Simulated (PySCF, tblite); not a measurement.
Isomers of C7H12FNSi, one GFN2-xTB conformer each. Single-point energies are computed at PBE0/pcSseg-1 (PySCF, gas phase, no added dispersion term), electronic only.

Problem. Rank them by PBE0/pcSseg-1 energy, lowest first (kJ/mol).
A. `[CH3:1][C@@H:2]([F:3])[C@@H:4]1[CH2:5][CH2:6][Si@H:7]1[CH2:8][C:9]#[N:10]` with C1–C2–C4–C5 -62°, C6–Si7–C8–C9 159°, C2–C4–C5–C6 -136°, C4–C5–C6–Si7 15°, C5–C6–Si7–C8 -125°, C2–C4–Si7–C6 131°
B. `[CH3:1][CH2:2][C@@H:3]1[CH2:4][C@H:5]([C:6]#[N:7])[C@@H:8]([F:9])[SiH2:10]1` with C1–C2–C3–C4 -64°, C2–C3–C4–C5 -164°, C3–C4–C5–C6 173°, C4–C5–C8–F9 -156°, C5–C8–Si10–C3 11°
C. `[CH3:1][CH2:2]/[C:3](=[CH:4]\[SiH2:5][CH2:6][F:7])[CH2:8][C:9]#[N:10]` with C1–C2–C3–C4 97°, C3–C4–Si5–C6 -174°, C4–Si5–C6–F7 -178°, C2–C3–C8–C9 -69°

Solution. A (0.0), B (9.8), C (82.2).

As drawn, the lowest has a four-membered ring, which the highest lacks; the highest has a C=C bond outside aromatic rings, which the lowest lacks. Neighbours under 10 kJ/mol apart (C[C@@H](F)[C@@H]1CC[Si@H]1CC#N and CC[C@@H]1C[C@H](C#N)[C@@H](F)[SiH2]1) can change places with a better method, another conformer or zero-point energy. GFN2-xTB itself gives, in the same order: 58.6, 0.0, 92.2. GFN2-xTB puts CC[C@@H]1C[C@H](C#N)[C@@H](F)[SiH2]1 lowest instead; measured from each level's own lowest isomer, the values differ by up to 58.6 kJ/mol (C[C@@H](F)[C@@H]1CC[Si@H]1CC#N: 58.6 against 0.0).

Problem. Which frontier levels, dipoles and rotational constants go with these structures?

Solution. 
```csv
SMILES,"HOMO (eV, PBE0/pcSseg-1)",LUMO (eV),dipole (D),"A, B, C (MHz)"
C[C@@H](F)[C@@H]1CC[Si@H]1CC#N,-8.10,0.18,4.21,"1565, 744.0, 586.8"
CC[C@@H]1C[C@H](C#N)[C@@H](F)[SiH2]1,-8.19,-0.06,5.13,"1557, 786.7, 553.0"
CC/C(=C\[SiH2]CF)CC#N,-8.03,-0.96,3.51,"1963, 455.4, 399.5"
```

Problem. What happens when harmonic zero-point energies from GFN2-xTB frequencies are added?

Solution. 
```tsv
SMILES	ZPE (kJ/mol)	electronic (kJ/mol)	with ZPE (kJ/mol)
C[C@@H](F)[C@@H]1CC[Si@H]1CC#N	455.9	0.0	0.0
CC[C@@H]1C[C@H](C#N)[C@@H](F)[SiH2]1	454.6	9.8	8.6
CC/C(=C\[SiH2]CF)CC#N	444.0	82.2	70.3
```

The zero-point energies span 11.9 kJ/mol. The order is unchanged.
